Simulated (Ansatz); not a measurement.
`C[BH][AlH][F]` and `C[BH][Al]([CH3])[F]` differ in one atom or group.

Ansatz, PBE0-D4/def2-TZVP geometries, multiplicity 1. Each molecule was computed in one conformer, which needn't be the lowest.

| property | `C[BH][AlH][F]` |
| --- | --- |
| LUMO energy (PBE0/def2-TZVPP) / eV | -2.01 |
| HOMO–LUMO gap (PBE0/def2-TZVPP) / eV | 5.27 |
| zero-point energy (PBE0-D4/def2-TZVP) / kJ/mol | 150.0 |
| size of the dipole moment (ωB97M-V/def2-TZVPP) / D | 2.13 |
| LUMO energy (PBE/def2-TZVPP) / eV | -2.99 |
| HOMO energy (B3LYP/def2-TZVPP) / eV | -7.12 |

Task: Give the same properties after the change, and the shifts. (Best estimate.)

Result: Ansatz gave: 
```json
{"property": "LUMO energy (PBE0/def2-TZVPP) / eV", "`C[BH][Al]([CH3])[F]`": "-1.82", "shift": "0.19"}
{"property": "HOMO–LUMO gap (PBE0/def2-TZVPP) / eV", "`C[BH][Al]([CH3])[F]`": "5.21", "shift": "-0.06"}
{"property": "zero-point energy (PBE0-D4/def2-TZVP) / kJ/mol", "`C[BH][Al]([CH3])[F]`": "225.5", "shift": "75.5"}
{"property": "size of the dipole moment (ωB97M-V/def2-TZVPP) / D", "`C[BH][Al]([CH3])[F]`": "2.17", "shift": "0.04"}
{"property": "LUMO energy (PBE/def2-TZVPP) / eV", "`C[BH][Al]([CH3])[F]`": "-2.80", "shift": "0.19"}
{"property": "HOMO energy (B3LYP/def2-TZVPP) / eV", "`C[BH][Al]([CH3])[F]`": "-6.85", "shift": "0.27"}
```

With PBE0 the HOMO rises by 0.26 eV and the LUMO rises by 0.19 eV, so the gap narrows by about 0.07 eV. PBE moves the HOMO by 0.25 eV and ωB97M-V by 0.25 eV. The zero-point energy changes by 75.5 kJ/mol with +9 modes. Dipoles are sizes alone; their direction can turn.

B3LYP here is the variant with VWN-RPA as its local correlation; programs differ in this.
